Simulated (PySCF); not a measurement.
Cartesian coordinates in Å; atom numbers follow the order of the lines, from 1:
```xyz
15

F    -2.7937    1.0881    0.3366
C    -1.4522    1.0959    0.2936
C    -0.6155    2.1970    0.5176
N     0.6363    1.8182    0.3884
N     0.6309    0.5111    0.0871
Si    2.1932   -0.2700   -0.1222
C    -0.6365    0.0170    0.0182
Si   -1.1000   -1.7528   -0.3746
H    -0.8732    3.2083    0.7574
H     2.1561   -0.9422   -1.4220
H     2.3436   -1.2454    0.9593
H     3.1308    0.8375   -0.0489
H    -0.7119   -2.0379   -1.7595
H    -0.3698   -2.6308    0.5449
H    -2.5425   -1.8861   -0.1978
```

Computational details: structure optimised with GFN2-xTB, PBE0/pcSseg-1 with gauge-including orbitals, in PySCF 2.14.0 with density-fitted response routines (equivalent nuclei averaged, single conformer, no relativistic terms, gas phase).

List the cross peaks expected in HSQC, COSY and HMBC spectra.

## Answers



HSQC (one-bond C–H):
```tsv
δH	δC
7.72 (H9)	134.8 (C3)
```

HMBC (two and three bonds, from the bond graph):
```tsv
δH	δC
7.72 (H9)	171.7 (C2), 125.1 (C7)
5.33 (H10/H11/H12)	125.1 (C7)
4.61 (H13/H14/H15)	171.7 (C2), 125.1 (C7)
```

No COSY cross peaks are expected.

References, each an isolated molecule treated in the same way: TMS for 1H (σref 31.72) and 13C (σref 186.93).

Shifts are as computed. Against solution values, carbons near 30 ppm lie about +3 ppm off and those near 130 ppm about +5 ppm. Of 1309 compounds with measured shifts, 239 miss one by over three times the rms of a fit or turn the order of signals round; such compounds aren't used in these exercises.
